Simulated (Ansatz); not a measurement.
Basis-set extrapolation for `CBCC[SiH3]` (PBE0-D4/def2-TZVP geometry, frozen core, the Gaussian-basis code of Ansatz). Multiplicity 1, RHF reference.

|  | def2-TZVPP | def2-QZVPP |
| --- | --- | --- |
| HF | -433.682347 | -433.698398 |
| MP2 correlation | -0.761964 | -0.810279 |
| CCSD(T) correlation | -0.862539 | not run |

Energies in hartree. Use E(X) = E(∞) + A·exp(−7.88·√X) for Hartree–Fock and E(X) = E(∞) + B·X^(−2.97) for correlation, with X = 3 and 4, and add CCSD(T) minus MP2 of the smaller set to the MP2 limit.

What is the CCSD(T) energy at the basis-set limit?

HF limit: -433.698398 + (-0.016051) × 0.13774 = -433.70061. MP2 limit: -0.810279 + (-0.048315) × 0.74074 = -0.84607. Higher-order term: -0.862539 − (-0.761964) = -0.10057. Total: -434.64725 hartree, 268.8 kJ/mol below CCSD(T)/def2-TZVPP.
